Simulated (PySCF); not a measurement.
SbCl₂Br, SMILES [Cl][Sb]([Cl])[Br].

Coordinates come from a r2SCAN-D4/def2-SVP optimisation. The def2 effective core potentials stand for the cores of Sb; spin–orbit coupling is left out.

Two levels are set side by side: TDDFT-PBE/def2-SVPD (PySCF) and TDDFT-CAM-B3LYP/def2-SVPD (PySCF). Vertical, same geometry. The lowest singlet is HOMO−1→LUMO 44 %, HOMO→LUMO+1 31 %, HOMO−1→LUMO+2 13 %, HOMO−2→LUMO+1 12 % with PBE and HOMO→LUMO 75 %, HOMO−2→LUMO 22 % with the other functional; states are paired by order. Differences are taken from unrounded values.

```json
[
 {"quantity": "lowest singlet excitation (eV)", "TDDFT-CAM-B3LYP": "4.99"},
 {"quantity": "lowest triplet excitation (TDA) (eV)", "TDDFT-CAM-B3LYP": "4.22"}
]
```

### Question
What does TDDFT-PBE give, and how far is it from TDDFT-CAM-B3LYP? (Estimate from the structure and the level; the computed values follow.)

### Answer

| quantity | TDDFT-PBE | TDDFT-PBE minus TDDFT-CAM-B3LYP |
|---|---|---|
| lowest singlet excitation (eV) | 4.52 | -0.47 |
| lowest triplet excitation (TDA) (eV) | 4.01 | -0.21 |

Functionals without exact exchange tend to place singlet excitations lower, as here. Differences between two approximate levels are no errors against the true value.

Rough cost on one machine, each run with all the roots and properties that it gave: TDDFT-CAM-B3LYP against TDDFT-PBE about 7 times.
